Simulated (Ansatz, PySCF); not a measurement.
C3H5FOSi, SMILES F[SiH2]C1=COC1. Atoms are numbered in the order given.

```xyz
11

F      2.0287    -0.9836    -0.7365
Si     1.4723     0.3405     0.0393
C     -0.3510     0.1651     0.1257
C     -1.2378    -0.7726    -0.2857
O     -2.4074    -0.2019     0.1318
C     -1.5818     0.9025     0.6377
H      1.8934     1.5415    -0.7344
H      2.1069     0.3863     1.3860
H     -1.2309    -1.7374    -0.7994
H     -1.8497     1.8436     0.1334
H     -1.6940     0.9965     1.7287
```
Charge 0, spin multiplicity 1.

Geometry optimised at B3LYP-D3(BJ)/def2-SVP. This is a generated structure with no PubChem entry under its InChIKey; it may be hypothetical. The values are those of a single conformer.

Two levels are set side by side: PBE-D3(BJ)/def2-SVP (Ansatz, an electronic-structure program) and B3LYP-D3(BJ)/def2-SVP (Ansatz). Each level has its own optimised geometry; the coordinates shown are those of the second. Frequencies come from the Hessian of PySCF at each geometry. Differences are taken from unrounded values.

| quantity | B3LYP-D3(BJ) | PBE-D3(BJ) | PBE-D3(BJ) minus B3LYP-D3(BJ) |
|---|---|---|---|
| mean bond length (Å) | 1.405 | 1.413 | 0.009 |
| bond F1–Si2 (Å) | 1.632 | 1.644 | 0.011 |
| bond Si2–C3 (Å) | 1.834 | 1.839 | 0.005 |
| bond C3–C4 (Å) | 1.355 | 1.365 | 0.011 |
| bond C3–C6 (Å) | 1.523 | 1.522 | -0.002 |
| bond C4–O5 (Å) | 1.367 | 1.374 | 0.007 |
| bond O5–C6 (Å) | 1.469 | 1.476 | 0.007 |
| bond Si2–H7 (Å) | 1.489 | 1.504 | 0.015 |
| bond Si2–H8 (Å) | 1.489 | 1.504 | 0.015 |
| bond C4–H9 (Å) | 1.093 | 1.101 | 0.008 |
| bond C6–H10 (Å) | 1.101 | 1.109 | 0.009 |
| bond C6–H11 (Å) | 1.101 | 1.109 | 0.009 |
| highest harmonic wavenumber (cm⁻¹) | 3217 | 3146 | -71 |
| mean harmonic wavenumber (cm⁻¹) | 1200 | 1164 | -36 |
| zero-point energy (kcal/mol) | 46.31 | 44.92 | -1.40 |

Exact exchange shortens and stiffens bonds; PBE has none. Differences between two approximate levels are no errors against the true value.
